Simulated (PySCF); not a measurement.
Tl(I) cation (ITl), SMILES [I][Tl] (connectivity only; charge and spin as stated), charge +1, multiplicity 2. Atoms are numbered in the order given.

```xyz
2

Tl     0.0000     0.0000    -1.3523
I      0.0000     0.0000     2.0668
```
Charge +1, spin multiplicity 2.

The structure is a stationary point at B3LYP-D3(BJ)/def2-TZVP. The multiplicity is an assumed one; other spin states were not compared. The def2 effective core potentials stand for the cores of I, Tl; spin–orbit coupling is left out.

All values below come from C-PCM-B3LYP/def2-SVP (PySCF 2.14.0).

The values are the electrostatic part of the solvation free energy, E(continuum) − E(gas) at the gas-phase geometry, in a cavity of scaled van der Waals radii (PySCF's table); cavitation and dispersion terms are not included. A continuum can't describe solvent molecules that bind to the metal.

```json
[
 {"solvent": "water", "ε": "78.36", "ΔG(elec) (kcal/mol)": "-63.0"},
 {"solvent": "chloroform", "ε": "4.71", "ΔG(elec) (kcal/mol)": "-50.0"},
 {"solvent": "methanol", "ε": "32.61", "ΔG(elec) (kcal/mol)": "-61.8"}
]
```
